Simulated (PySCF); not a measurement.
# Electronic structure of Sn (tin, neutral) at the B3LYP level

Configuration: [Kr] 4d10 5s2 5p1 6s1, 6s spin antiparallel (an excited configuration). All numbers are calculated (PySCF 2.14, the spin-free X2C one-electron Hamiltonian (Gaussian nucleus), in aug-cc-pVQZ-DK3 (9s8p6d3f2g, 102 functions)).

```json
{
 "Total energy": "-6176.18 hartree",
 "One-electron energy": "-8483.28 hartree",
 "Hartree (Coulomb) energy": "2473.79 hartree",
 "Exchange-correlation energy": "-166.69 hartree",
 "⟨S²⟩": "1.0018",
 "⟨L²⟩": "2.136",
 "Sum of ⟨r⟩": "39.16 bohr",
 "Sum of ⟨r²⟩": "97.01 bohr²",
 "Traceless quadrupole moment −½Σ⟨3z² − r²⟩ along its main axis": "2.13 e·bohr²",
 "Langevin diamagnetic susceptibility": "-76.8 ×10⁻⁶ cm³/mol"
}
```

| shell | electrons | mean orbital energy (hartree) | spread (hartree) | rms radius, mean of both spins (bohr) |
| --- | --- | --- | --- | --- |
| 1s α | 1 | -1067.14060 | 0 | 0.0333 |
| 1s β | 1 | -1067.14001 | 0 | 0.0333 |
| 2s α | 1 | -161.96718 | 0 | 0.136 |
| 2s β | 1 | -161.96709 | 0 | 0.136 |
| 2p α | 3 | -145.49145 | 0.00119 | 0.121 |
| 2p β | 3 | -145.49094 | 0.00248 | 0.121 |
| 3s α | 1 | -31.67568 | 0 | 0.362 |
| 3s β | 1 | -31.67520 | 0 | 0.362 |
| 3p α | 3 | -26.24945 | 0.00444 | 0.363 |
| 3p β | 3 | -26.24868 | 0.00645 | 0.363 |
| 3d α | 5 | -17.84966 | 0.00458 | 0.342 |
| 3d β | 5 | -17.84919 | 0.00573 | 0.342 |
| 4s α | 1 | -5.25261 | 0 | 0.871 |
| 4s β | 1 | -5.25129 | 0 | 0.871 |
| 4p α | 3 | -3.58932 | 0.01128 | 0.948 |
| 4p β | 3 | -3.58765 | 0.01615 | 0.948 |
| 4d α | 5 | -1.16272 | 0.01374 | 1.19 |
| 4d β | 5 | -1.16009 | 0.01892 | 1.19 |
| 5s α | 1 | -0.54208 | 0 | 2.48 |
| 5s β | 1 | -0.51716 | 0 | 2.48 |
| 5p α | 1 | -0.26453 | 0 | 3.19 |
| 6s β | 1 | -0.07360 | 0 | 7.15 |

The outer electron is Rydberg-like, and this basis confines it to a smaller radius and binds it less than a complete one would. With the s spin flipped the determinant is a mixture of two multiplicities, not a spectroscopic state.

Densities and radii are taken from the X2C orbitals without a picture-change correction, which distorts them close to the nucleus.
